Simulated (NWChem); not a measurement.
Molecule: SnHClF2; SMILES [F][SnH]([F])[Cl]

```xyz
5

Sn     0.2157     0.3626     0.0000
F     -0.7509     1.0615     1.5336
F     -0.7509     1.0615    -1.5336
Cl    -0.0762    -1.9584     0.0000
H      1.8418     0.9007     0.0000
```
Atoms are numbered in this order, from 1.

Level: PBE-D3(BJ)/def2-SVP with def2 effective core potentials on Sn (NWChem), optimised geometry, unscaled harmonic frequencies. def2 effective core potentials on Sn; no spin-orbit coupling.

### Question
List the harmonic frequencies with IR intensities, and the thermochemistry.

### Answer
```tsv
frequency (cm⁻¹)	IR intensity (km/mol)
129	3.7
151	15.2
173	24.1
382	38.5
517	40.4
518	75.9
621	38.6
633	53.1
1907	52.0
```

```yaml
zero_point_energy: 7.2 kcal/mol
thermal correction to the enthalpy at 298.15 K (with zero-point energy): 11.4 kcal/mol
heat capacity Cv: 17.6 cal/(mol K)
entropy at 298.15 K and 1 atm (symmetry number 1): 80.0 cal/(mol K)
```

Rigid rotor and harmonic oscillator.
